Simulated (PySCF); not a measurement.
**NMR data sheet: C$_{7}$H$_{11}$ClSi$_{2}$**

- Formula: C7H11ClSi2
- SMILES: ClC1=C[Si@@H](C2CC2)C=C[SiH2]1
- InChI: InChI=1S/C7H11ClSi2/c8-7-5-10(4-3-9-7)6-1-2-6/h3-6,10H,1-2,9H2/t10-/m0/s1
- Point group of the computed structure: C1
- Degrees of unsaturation: 4
- Carbon signals: 7
- Proton signals: 11

Mapped SMILES: `[Cl:1][C:2]1=[CH:3][Si@@H:4]([CH:5]2[CH2:6][CH2:7]2)[CH:8]=[CH:9][SiH2:10]1`; H(Xn) means a hydrogen on atom n. Ha(Si10) is cis to C5 on the ring; Ha(C6), Ha(C7) are cis to Si4 on the ring; Hb(Si10) is trans to C5 on the ring; Hb(C6), Hb(C7) are trans to Si4 on the ring.

[PySCF: shielding tensors at PBE0/pcSseg-1 (GIAO); GFN2-xTB structure; no relativistic terms; no solvent model; one computed conformer]

Shifts are taken against calculated references (same method and geometry level): TMS for ¹H, ¹³C, ²⁹Si.

| carbon | δC, type | δH (multiplicity) | HMBC from (2–3 bonds) | span of the C tensor (ppm) |
| --- | --- | --- | --- | --- |
| C2 | 156.5, C | – | H(C3), H(C9), Ha(Si10), Hb(Si10), H(Si4) | 207 |
| C3 | 147.9, CH | 7.31 (d) | H(C8), Ha(Si10), Hb(Si10), H(Si4), H(C5) | 223 |
| C5 | -1.5, CH | -0.25 (m) | H(C8), H(C3), H(Si4), Hb(C6), Hb(C7), Ha(C7), Ha(C6) | 63 |
| C6 | 3.0, CH2 | Ha(C6) 0.33 (m); Hb(C6) 0.75 (m) | H(Si4), Hb(C7), Ha(C7), H(C5) | 62 |
| C7 | 3.1, CH2 | Ha(C7) 0.34 (m); Hb(C7) 0.72 (m) | H(Si4), Hb(C6), Ha(C6), H(C5) | 61 |
| C8 | 157.0, CH | 7.55 (m) | H(C3), H(C9), Ha(Si10), Hb(Si10), H(Si4), H(C5) | 268 |
| C9 | 151.4, CH | 7.18 (m) | H(C8), Ha(Si10), Hb(Si10), H(Si4) | 248 |

Other nuclei:
```json
{"atoms": "Ha(Si10)", "nucleus": "¹H", "environment": "hydrogen on a silicon bonded to 2 C, in a 6-membered ring", "δ (ppm)": "4.62", "σ (ppm)": "27.09"}
{"atoms": "Hb(Si10)", "nucleus": "¹H", "environment": "hydrogen on a silicon bonded to 2 C, in a 6-membered ring", "δ (ppm)": "4.60", "σ (ppm)": "27.11"}
{"atoms": "H(Si4)", "nucleus": "¹H", "environment": "hydrogen on a silicon bonded to 3 C, in a 6-membered ring", "δ (ppm)": "4.21", "σ (ppm)": "27.51"}
{"atoms": "Si4", "nucleus": "²⁹Si", "environment": "silicon bonded to 3 C, H, in a 6-membered ring", "δ (ppm)": "-28.6", "σ (ppm)": "377.7"}
{"atoms": "Si10", "nucleus": "²⁹Si", "environment": "silicon bonded to 2 C, 2 H, in a 6-membered ring", "δ (ppm)": "-67.4", "σ (ppm)": "416.6"}
```

Carbon types of the structure: 1 × C, 4 × CH, 2 × CH2, leaving 3 H on heteroatoms. δC 157.0, 151.4, 147.9: alkene CH; an sp2 carbon of a C=C bond. δC 156.5: fully substituted alkene carbon; the olefinic region. δC 3.1, 3.0, -1.5: three-membered-ring carbon; carbons of three-membered rings are unusually shielded. δH 7.55, 7.31, 7.18: hydrogen on an alkene CH; attached to an sp2 carbon and in the plane of the double bond. δH 0.75, 0.72, 0.34, 0.33, -0.25: hydrogen on a three-membered-ring carbon; cyclopropane-type protons are shielded by the ring.

Carbons that carry Cl, above all several Cl atoms, come out too deshielded, partly because spin–orbit coupling is missing. Shifts are as computed. Against solution values, carbons near 30 ppm lie about +3 ppm off and those near 130 ppm about +5 ppm; carbons on Cl a further +6 ppm. Of 1211 compounds with measured shifts, 218 miss one by over three times the rms of a fit or turn the order of signals round; such compounds aren't used in these exercises. Multiplicities follow the n + 1 count of equivalent neighbours, as no J values were calculated; m marks all less simple cases, F and P coupling included.
